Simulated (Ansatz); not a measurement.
Molecule: C4H10O2, net charge 0, singlet state. 
Structure (B3LYP-D3(BJ)/def2-TZVP (Ansatz, a quantum-chemistry and plane-wave program) minimum search):
```
C
O 1 1.3907
H 1 1.1054 2 109.84
C 2 1.4187 1 114.21 3 52.26
H 4 1.0882 2 106.73 1 -175.56
H 4 1.0916 5 109.64 2 120.73
H 4 1.0972 5 109.14 6 119.44
O 1 1.4213 3 107.79 2 117.95
C 8 1.4111 1 114.54 3 36.90
H 9 1.0887 8 107.04 1 -174.55
H 9 1.0963 10 108.59 8 121.38
H 9 1.0975 10 108.98 11 118.00
C 1 1.5138 3 111.08 2 -119.26
H 13 1.0899 1 109.13 3 178.84
H 13 1.0900 14 109.16 1 120.59
H 13 1.0903 14 109.02 15 118.52
```
Charge 0, spin multiplicity 1.

Atomisation energy built up term by term with Ansatz (kcal/mol; UHF references for open shells; valence terms freeze the core; atomic spin-orbit terms are left out). Basis-set limits of correlation are two-point, X^-3; Hartree-Fock from the larger set.

```json
[
 {"term": "Hartree-Fock", "basis": "cc-pVQZ", "kcal/mol": "1081.50"},
 {"term": "CCSD correlation", "basis": "CBS(cc-pVTZ,cc-pVQZ)", "kcal/mol": "(withheld)"},
 {"term": "(T)", "basis": "CBS(cc-pVTZ,cc-pVQZ)", "kcal/mol": "(withheld)"},
 {"term": "core correlation", "basis": "cc-pwCVTZ", "kcal/mol": "4.97"},
 {"term": "scalar relativity (X2C)", "basis": "cc-pVTZ-DK against cc-pVTZ", "kcal/mol": "-1.28"},
 {"term": "sum: De", "basis": "", "kcal/mol": "(withheld)"}
]
```

**Question.** Fill in the missing entries.

**Answer.** 
- CCSD correlation, kcal/mol: 380.14
- (T), kcal/mol: 23.22
- sum: De, kcal/mol: 1488.5
